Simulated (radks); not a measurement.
Species: Sn. Configuration: [Kr] 4d9.5 5s1.5 5p3 (fractional occupations, a model configuration).

Calculated with a radial shooting solver on a logarithmic mesh with Libxc functionals: scalar-relativistic Kohn-Sham, SCAN, spin-unpolarised, spherical densities, finite nucleus; meta-GGA in the generalised Kohn-Sham scheme; Fermi nuclear charge, rms radius 4.6519 fm.

Energy parts (eV):
part                       energy
total                 -168104.255
kinetic                175514.024
electron-nucleus      -406280.073
Hartree                 67165.834
exchange-correlation    -4504.040

Orbitals (lengths in bohr, moments of r in powers of bohr):
| orbital | occ. | eigenvalue (eV) | <r> |
|---|---|---|---|
| 1s | 2 | -29071.38 | 0.02906 |
| 2s | 2 | -4409.522 | 0.1254 |
| 2p | 6 | -3955.251 | 0.1096 |
| 3s | 2 | -861.5924 | 0.3385 |
| 3p | 6 | -711.8398 | 0.3372 |
| 3d | 10 | -482.2772 | 0.3146 |
| 4s | 2 | -142.0278 | 0.8181 |
| 4p | 6 | -96.4463 | 0.8831 |
| 4d | 9.5 | -30.1710 | 1.082 |
| 5s | 1.5 | -12.3173 | 2.323 |
| 5p | 3 | -4.6395 | 3.033 |

The highest occupied level is 5p at -4.639 eV. The electron density at the nucleus is 1.965e+05 e/bohr^3 (large components only).
